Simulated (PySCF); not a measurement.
MCl₃ across group 14

Level: PBE0, basis family def2-TZVP, scalar-relativistic core potentials from Rb on and no relativity for lighter atoms.

Each entry is the lowest minimum that a search over a few typed start shapes (and spin states, where more than one is plausible) found, or that minimum re-optimised at the stated level; isomers with ligand–ligand bonds, or fragments after loss of a ligand pair, can lie lower. Open shells are unrestricted; no spin–orbit coupling; PySCF with density fitting.

| molecule | 2S+1 | point group | mean bond to the central atom (Å) | atomisation (kJ/mol) | distinct angles (°) | polar-tensor charge of the central atom |
| --- | --- | --- | --- | --- | --- | --- |
| SiCl₃ | 2 | C3v | 2.043 | 1157 | 110 | 1.49 |
| GeCl₃ | 2 | C3v | 2.149 | 1018 | 109 | 1.49 |
| PbCl₃ | 2 | C3v | 2.448 | 864 | 109 | 1.42 |

The bond lengthens at every step; the largest change, 0.299 Å, falls between GeCl₃ and PbCl₃ among the members listed.

Spin–orbit coupling can matter for PbCl₃.

Left out of the table are members whose search was unfinished or whose lowest solution was spin-contaminated, unstable, very soft or bonded differently.
